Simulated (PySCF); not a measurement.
Vertical excitations of a molecule Cl₂H₄OSi₂ from TDDFT-PBE/def2-SVPD (PySCF), as energy in eV (oscillator strength): 6.75 (0.001), 7.02 (0.004), 7.05 (0.003), 7.10 (0.011), 7.22 (0.021), 7.32 (0.002), 7.34 (0.002), 7.53 (0.033), 7.56 (0.033), 7.60 (0.023). Lowest triplet (TDA): 6.51 eV. The structure is a stationary point at ωB97X-D3(BJ)/def2-SVP. One conformer was computed; it need not be the lowest.

Question: Which structure fits?
(A) O[Si]([SiH3])(Cl)Cl
(B) Cl[SiH2]O[SiH2]Cl
(C) O[Si@@H](Cl)[SiH2]Cl
(D) [SiH3]O[SiH](Cl)Cl

Answer: D, [SiH3]O[SiH](Cl)Cl
